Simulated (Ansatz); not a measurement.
A nudged elastic band was laid between two geometries of AlClFHTe (5 atoms, charge 0, multiplicity 1).

All numbers below come from RKS PBE0/def2-SVP (Ansatz).

```
movable images  : 5
climbing image  : yes
spring          : 5.0 eV/Å²
optimiser       : quadratic models (default)
start path      : IDPP
force threshold : 0.05 eV/Å
iteration limit : 60
end points      : relaxed
```

Image 0:

```xyz
5
Properties=species:S:1:pos:R:3
F 0.041 -0.809 2.166
Al 0.235 -0.352 0.583
Cl 1.939 -1.010 -0.431
Te -1.535 1.083 -0.444
H -0.681 1.088 -1.874
```

Image 6:

```xyz
5
Properties=species:S:1:pos:R:3
F -0.033 -0.615 1.756
Al 0.506 -0.379 0.204
Cl 2.312 -1.261 -0.361
Te -0.826 1.002 -1.397
H -1.959 1.252 -0.202
```

Task: What changes between the two ends?

Result: No bond is made or broken. The dihedral Cl3–Al2–Te4–H5 goes from 0 to -180°.

Task: Give the energies along the band, and the barrier.

Result: It converged. The highest image is number 3 of 0 to 6, 5.0 kcal/mol above the ends, which have the same energy within 2 meV. A vibrational analysis at the climbing image gives one clearly imaginary mode, 209i cm⁻¹: a first-order saddle point.

| image | path coordinate (Å) | energy (kcal/mol) | dihedral Cl3–Al2–Te4–H5 (°) |
| --- | --- | --- | --- |
| 0 | 0.00 | 0.0 | 0 |
| 1 | 0.56 | 1.4 | -32 |
| 2 | 1.12 | 3.9 | -62 |
| 3 | 1.68 | 5.0 | -91 |
| 4 | 2.24 | 3.7 | -121 |
| 5 | 2.80 | 1.3 | -150 |
| 6 | 3.36 | 0.0 | -180 |

Task: What is the geometry of the highest image?

Result: 
```xyz
5
Properties=species:S:1:pos:R:3
F 0.456 -0.044 2.038
Al 0.193 -0.466 0.456
Cl 1.448 -1.960 -0.291
Te -1.622 0.665 -0.896
H -0.475 1.805 -1.306
```

Task: What are the harmonic wavenumbers there?

Result: 209i, 112, 176, 189, 296, 483, 572, 883, 2133 cm⁻¹.

Time of the run: 94 s on 1 CPU thread of a shared host.
